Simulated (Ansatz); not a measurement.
Relaxation of CH6AlBr (9 atoms, charge 0, multiplicity 1), to a largest force component of 0.03 eV/Å in at most 50 steps.

Method: Ansatz 0.2.0, RKS PBE/def2-SVP.

```xyz
9
Properties=species:S:1:pos:R:3:forces:R:3
Al 0.012 0.164 0.172 -0.02 -0.10 -0.08
C 0.013 0.181 2.145 0.00 0.05 0.09
H -0.951 -0.112 2.611 -0.01 -0.01 0.01
H 0.837 -0.406 2.606 0.02 0.00 0.02
H 0.191 1.231 2.475 0.00 0.01 -0.01
H 1.406 0.118 -0.614 0.02 -0.02 0.00
H -1.357 0.387 -0.627 -0.02 0.00 0.00
Br -0.407 -3.306 1.051 0.13 1.14 0.71
H -0.268 -2.106 1.955 -0.13 -1.06 -0.74
```

Task: Where does it end, and by what steps?

Result: The run converged. After 10 steps the energy has fallen by 0.213 eV; Br8 moved furthest, 0.68 Å. Joined: Al1–Br8 (3.61 → 2.87 Å).

```json
{"step": "0", "energy less start (eV)": "0.0000", "largest force component (eV/Å)": "1.141", "accepted": "yes"}
{"step": "1", "energy less start (eV)": "-0.0728", "largest force component (eV/Å)": "0.181", "accepted": "yes"}
{"step": "2", "energy less start (eV)": "-0.1149", "largest force component (eV/Å)": "0.117", "accepted": "yes"}
{"step": "3", "energy less start (eV)": "-0.1369", "largest force component (eV/Å)": "0.521", "accepted": "yes"}
{"step": "4", "energy less start (eV)": "-0.1670", "largest force component (eV/Å)": "0.514", "accepted": "yes"}
{"step": "5", "energy less start (eV)": "-0.1950", "largest force component (eV/Å)": "0.386", "accepted": "yes"}
{"step": "6", "energy less start (eV)": "-0.1919", "largest force component (eV/Å)": "0.413", "accepted": "no"}
{"step": "7", "energy less start (eV)": "-0.2072", "largest force component (eV/Å)": "0.101", "accepted": "yes"}
{"step": "8", "energy less start (eV)": "-0.2113", "largest force component (eV/Å)": "0.051", "accepted": "yes"}
{"step": "9", "energy less start (eV)": "-0.2130", "largest force component (eV/Å)": "0.046", "accepted": "yes"}
{"step": "10", "energy less start (eV)": "-0.2133", "largest force component (eV/Å)": "0.024", "accepted": "yes"}
```

```xyz
9
Properties=species:S:1:pos:R:3
Al -0.005 -0.008 0.264
C 0.036 0.337 2.214
H -0.908 0.055 2.726
H 0.881 -0.170 2.728
H 0.173 1.426 2.395
H 1.374 -0.118 -0.556
H -1.367 0.221 -0.557
Br -0.353 -2.839 0.562
H -0.355 -2.752 2.000
```

Whether the end is a true minimum wasn't checked by a vibrational analysis.

Time of the run: 16 s on 2 threads of Arm Neoverse V2, with other jobs on the host, peak memory 0.13 GiB.
